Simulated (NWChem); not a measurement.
Everything below was run with NWChem. System: H₂ClSi, charge 0, spin multiplicity 2, at a geometry optimised with UPBE/def2-SVP. The structure started from a generated list of species. Its SCF solution wasn't tested for a lower state. Level: UB3LYP/def2-TZVP, VWN1-RPA local correlation.

Input file:

```
start mol
memory heap 200 mb stack 900 mb global 1100 mb
geometry units angstroms nocenter noautoz
  Si    -0.298748    -1.001315     0.000000
  Cl     0.214620     1.018587     0.000000
  H      0.266969    -1.648783    -1.240124
  H      0.266969    -1.648783     1.240124
  symmetry group Cs
end
basis spherical
  * library def2-tzvp
end
dft
  xc b3lyp
  odft
  mult 2
  semidirect memsize 60000000 filesize 0
  iterations 100
end
task dft energy
```

NWChem printed:

```
             Northwest Computational Chemistry Package (NWChem) 7.3.0
             --------------------------------------------------------

                                NWChem Input Module
                                -------------------

 Scaling coordinates for geometry "geometry" by  1.889725989
 (inverse scale =  0.529177249)

 Turning off AUTOSYM since
 SYMMETRY directive was detected!

                             Geometry "geometry" -> ""
                             -------------------------

 Output coordinates in angstroms (scale by  1.889725989 to convert to a.u.)

  No.       Tag          Charge          X              Y              Z
 ---- ---------------- ---------- -------------- -------------- --------------
    1 Si                  14.0000    -0.29874800    -1.00131500     0.00000000
    2 Cl                  17.0000     0.21462000     1.01858700     0.00000000
    3 H                    1.0000     0.26696900    -1.64878300    -1.24012400
    4 H                    1.0000     0.26696900    -1.64878300     1.24012400

 Effective nuclear repulsion energy (a.u.)      76.5782040383

            Nuclear Dipole moment (a.u.)
            ----------------------------
        X                 Y               Z
 ---------------- ---------------- ----------------
     0.0000113384     0.0000056692     0.0000000000

      Symmetry information
      --------------------

 Group name             Cs
 Group number              2
 Group order               2
 No. of unique centers     3

      Symmetry unique atoms

     1    2    3


 Summary of "ao basis" -> "" (spherical)
 ------------------------------------------------------------------------------
       Tag                 Description            Shells   Functions and Types
 ---------------- ------------------------------  ------  ---------------------
 *                         def2-tzvp                  on all atoms

                                 NWChem DFT Module
                                 -----------------

 Summary of "ao basis" -> "ao basis" (spherical)
 ------------------------------------------------------------------------------
[...]
    83     -1.300497  4 H  s                 18      0.723381  1 Si px
    19     -0.724149  1 Si py                 4      0.477522  1 Si s
     3     -0.231225  1 Si s                 15      0.195449  1 Si px
    56      0.194103  2 Cl py                55     -0.135946  2 Cl px

   alpha - beta orbital overlaps
   -----------------------------

   alpha      1      2      3      4      5      6      7      8      9     10
    beta      1      2      3      4      6      5      7     10      8      9
 overlap   1.000  1.000  1.000  0.975  0.975  1.000  1.000  0.901  0.901  1.000

   alpha     11     12     13     14     15     16     17     18     19     20
    beta     11     12     13     14     15     16     17     18     19     20
 overlap   1.000  0.996  0.997  0.998  0.991  0.998  0.985  0.997  0.998  0.995

   alpha     21     22     23     24     25     26     27     28     29     30
    beta     22     21     23     24     25     26     27     28     29     30
 overlap   0.982  1.000  0.847  0.851  0.993  0.981  0.975  0.994  0.983  0.989

   alpha     31     32     33     34     35     36     37     38     39     40
    beta     31     32     33     34     35     36     37     38     39     40
 overlap   0.998  0.954  0.954  0.995  0.992  0.997  0.922  0.929  0.997  0.961

   alpha     41     42     43     44     45     46     47     48     49     50
    beta     41     42     43     44     45     46     47     48     49     50
 overlap   0.913  0.950  0.685  0.695  0.958  0.975  0.995  0.984  0.988  0.994

   alpha     51     52     53     54     55     56     57     58     59     60
    beta     52     51     53     54     55     56     57     59     58     60
 overlap   0.995  0.999  0.995  0.999  1.000  0.999  1.000  0.798  0.798  1.000

   alpha     61     62     63     64     65     66     67     68     69     70
    beta     61     62     63     64     65     66     67     68     69     70
 overlap   1.000  0.950  0.951  1.000  1.000  0.999  0.999  1.000  0.999  1.000

   alpha     71     72     73     74     75     76     77     78     79     80
    beta     71     72     73     74     75     76     77     78     79     80
 overlap   0.999  1.000  1.000  1.000  1.000  1.000  1.000  1.000  1.000  1.000

   alpha     81     82     83     84     85     86
    beta     81     82     83     84     85     86
 overlap   1.000  1.000  1.000  1.000  1.000  1.000

     --------------------------
     Expectation value of S2:
     --------------------------
      <S2> =      0.7518 (Exact =     0.7500)

 center of mass
 --------------
 x =  -0.00916105 y =   0.12455530 z =   0.00000000

 moments of inertia (a.u.)
 ------------------
         259.361410655388         -54.091173358496           0.000000000000
         -54.091173358496          26.246231608056           0.000000000000
           0.000000000000           0.000000000000         263.467876846853

     Multipole analysis of the density
     ---------------------------------

     L   x y z        total         alpha         beta         nuclear
     -   - - -        -----         -----         ----         -------
     0   0 0 0     -0.000000    -17.000000    -16.000000     33.000000

     1   1 0 0     -0.118941      0.607026     -0.725977      0.000011
     1   0 1 0     -0.461472      0.658595     -1.120073      0.000006
     1   0 0 1      0.000000      0.000000     -0.000000      0.000000

     2   2 0 0    -20.404950    -16.853194    -11.319177      7.767421
     2   1 1 0      0.263660    -13.803535    -11.015887     25.083082
     2   1 0 1      0.000000      0.000000     -0.000000      0.000000
     2   0 2 0    -19.626991    -79.198935    -72.956130    132.528075
     2   0 1 1      0.000000      0.000000      0.000000      0.000000
     2   0 0 2    -20.334894    -16.582347    -14.736480     10.983933

 Task  times  cpu:        1.5s     wall:        1.5s

 Total times  cpu:        1.5s     wall:        1.5s
```
